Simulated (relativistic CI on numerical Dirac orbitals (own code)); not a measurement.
## How well does a small relativistic CI reproduce Ba2+?

Calculated at this level of theory: Dirac-Coulomb-Breit CI, KLI orbitals optimised for each configuration, QED by a radiative potential, valence Slater integrals scaled by 0.85, P86 correlation energy added to each configuration (own radial code, finite nucleus).

Configurations in the expansion (outside the closed core [Kr] 4d10): 5s²5p⁶, 5s²5p⁵5d, 5s²5p⁵5f, 5s²5p⁵6s, 5s²5p⁵6p, 5s5p⁶5d, 5s²5p⁵4f, 5s²5p⁵7s, 5s²5p⁵6d, 5s²5p⁵7p, 5s5p⁶5f, 5s²5p⁵8s, 5s²5p⁵7d, 5s²5p⁵5g, 5s²5p⁵6f, 5s²5p⁵8p, 5s5p⁶6p, 5s5p⁶6s, 5p⁶5d², 5p⁵5d³, 5p⁵5d²5f, 5p⁵5d²6s, 5p⁵5d²6p, 5p⁵4f5d², 5p⁶4f², 5p⁵4f²5d, 5p⁵4f²5f, 5p⁵4f²6s, 5p⁵4f²6p, 5p⁵4f³. Double excitations out of closed p, d and f shells are left out; levels of such configurations are missing from the list, as are those of other unlisted configurations, and high levels can miss mixing partners. These lack a partner that the ground configuration has and come out too high: 5s²5p⁵7s, 5s²5p⁵6d, 5s²5p⁵7p, 5s²5p⁵8s, 5s²5p⁵7d.

```csv
Configuration,Term (tabulated),J,Measured (cm⁻¹),Computed,Error,Purity (%)
5s²5p⁶,1S,0,0.0,0,0,100
5s²5p⁵5d,3P°,0,132770.8,134059,1288,99
5s²5p⁵5d,3P°,1,134568.1,135872,1304,93
5s²5p⁵5d,3P°,2,137983.1,139335,1351,79
5s²5p⁵5d,3F°,4,138931.2,140436,1505,100
5s²5p⁵5d,3F°,3,140472.9,142446,1974,76
5s²5p⁵5d,3D°,3,147066.9,149216,2149,61
5s²5p⁵6s,3P°,2,152135.0,155553,3418,94
5s²5p⁵5d,3D°,1,153054.6,156183,3129,73
5s²5p⁵4f,3D,1,166544.0,171969,5425,97
5s²5p⁵4f,3D,2,168583.8,174134,5550,91
5s²5p⁵6s,3P°,0,169297.1,173157,3860,99
5s²5p⁵6s,3P°,1,170192.5,174221,4028,58
5s²5p⁵4f,3D,3,171728.7,177585,5857,79
5s²5p⁵4f,3G,4,172522.9,179266,6743,71
5s²5p⁵6p,3S,1,177593.5,179157,1564,77
5s²5p⁵5d,1P°,1,180026.7,184951,4924,78
5s²5p⁵6p,3D,3,181816.2,183914,2098,99
5s²5p⁵4f,3F,2,182598.6,189970,7371,59
5s²5p⁵6p,1P,1,182722.4,185168,2445,55
5s²5p⁵6p,3P,2,184342.9,186261,1918,70
5s²5p⁵6p,3D,1,196643.3,199685,3041,70
5s²5p⁵6p,3P,1,199872.9,202329,2456,61
```

Measured levels from Sansonetti and Curry, J. Phys. Chem. Ref. Data 39, 043103 (2010); LS terms from a parametric fit; pairs were made by configuration, J and term (by order where the table uses no LS term), so strongly mixed levels may be paired wrongly. Some J values or terms of the table were assigned by a fit.

Mean error by configuration (cm⁻¹): 5s²5p⁵5d 2203; 5s²5p⁵6s 3769; 5s²5p⁵4f 6189; 5s²5p⁵6p 2254. Over the excited levels the mean absolute error is 3336 cm⁻¹ (22 of the 37 excited levels that our extract of the source holds in range could be paired, and the others can miss by more), and the median relative error of those above 1,000 cm⁻¹ is 1.5 %.
